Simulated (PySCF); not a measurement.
[IH4]+, singlet: data card

All numbers come from PBE0/[I def2-TZVP with ECP28, H def2-TZVP], scalar-relativistic core potentials, density fitting, no spin–orbit coupling, PySCF.

The structure is a minimum.

| Property | Result |
| --- | --- |
| Point group | C4v |
| Bond lengths | I–H 1.695 Å (×4) |
| Bond angles | H–I–H 84.2° (×4), H–I–H 142.8° (×2) |
| Rotational constants | 2.657, 2.657, 1.62 cm⁻¹ |
| Principal quadrupole moments (Buckingham, traceless) about the centre of mass | -2.53, 1.26, 1.26 D Å |
| Dipole moment about the centre of mass | 0.70 D |
| Highest occupied level | -13.85 eV |
| Zero-point energy | 75.7 kJ/mol |
| Heat capacity Cp at 298.15 K | 43.7 J/(mol K) |
| Principal polarisabilities | 23.1, 38.7, 38.7 bohr³ |
| Entropy at 298.15 K and 1 bar | 235.6 J/(mol K) |
| Lowest empty level | -8.31 eV |
| Rotational symmetry number | 4 |
| Enthalpy at 298.15 K above 0 K | 10.79 kJ/mol |

Harmonic modes (masses in u: I 126.904, H 1.008):
```csv
symmetry,ω (cm⁻¹),"IR (km/mol, summed over degenerate members)",μ (u),type
b1,539,0.0,1.01,bend
a1,771,0.2,1.04,bend
e,1171,105,1.02,bend
b2,1348,0.0,1.01,bend
e,1875,53.4,1.02,stretch
b1,1914,0.0,1.01,stretch
a1,1988,7.0,1.01,stretch
```

In C4v the vibrations span 2b1 + 2a1 + 2e + b2. The b1, b2 modes carry no infrared intensity, as symmetry demands.

Charges (e):
```json
{"atom": "I1", "Mulliken": "0.40", "Löwdin": "0.79", "polar tensor": "1.26", "Mayer order to I1": "–"}
{"atom": "H2,3,4,5", "Mulliken": "0.15", "Löwdin": "0.05", "polar tensor": "-0.07", "Mayer order to I1": "0.80"}
```

Mulliken populations on I1 (electrons outside its core potential): s 3.86, p 10.24, d 10.46, f 0.04.

Counting electrons, iodine keeps 2 of its valence electrons outside its bonds, so the VSEPR class is AX4E1 and the expected shape is see-saw (C2v). The calculation gives C4v instead.

Other isomers or separated fragments may lie lower.

The final relaxation and frequency run took of the order of 30 core-seconds on a shared host.
